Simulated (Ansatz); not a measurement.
One change: `[Cl][GaH][Cl]` becomes `[SiH3][GaH][Cl]`.

Ansatz, PBE0-D4/def2-TZVP geometries, multiplicity 1. 

Scalar relativity is left out up to krypton.

```csv
property,`[Cl][GaH][Cl]`
LUMO energy (PBE0/def2-TZVPP) / eV,-1.73
HOMO–LUMO gap (PBE0/def2-TZVPP) / eV,7.43
zero-point energy (PBE0-D4/def2-TZVP) / kJ/mol,24.6
size of the dipole moment (B3LYP/def2-TZVPP) / D,1.68
HOMO energy (B3LYP/def2-TZVPP) / eV,-8.86
HOMO energy (ωB97M-V/def2-TZVPP) / eV,-11.39
```

Question: Give the same properties after the change, and the shifts. (An estimate is asked.)

Answer: Computed: 
```csv
property,`[SiH3][GaH][Cl]`,shift
LUMO energy (PBE0/def2-TZVPP) / eV,-2.13,-0.40
HOMO–LUMO gap (PBE0/def2-TZVPP) / eV,5.71,-1.72
zero-point energy (PBE0-D4/def2-TZVP) / kJ/mol,84.9,60.3
size of the dipole moment (B3LYP/def2-TZVPP) / D,2.10,0.42
HOMO energy (B3LYP/def2-TZVPP) / eV,-7.63,1.23
HOMO energy (ωB97M-V/def2-TZVPP) / eV,-9.88,1.51
```

With PBE0 the HOMO rises by 1.32 eV and the LUMO falls by 0.40 eV, so the gap narrows by about 1.72 eV. PBE moves the HOMO by 1.05 eV and ωB97M-V by 1.51 eV. The zero-point energy changes by 60.3 kJ/mol with +9 modes. Dipoles are sizes alone; their direction can turn.

B3LYP here is the variant with VWN-RPA as its local correlation; programs differ in this.
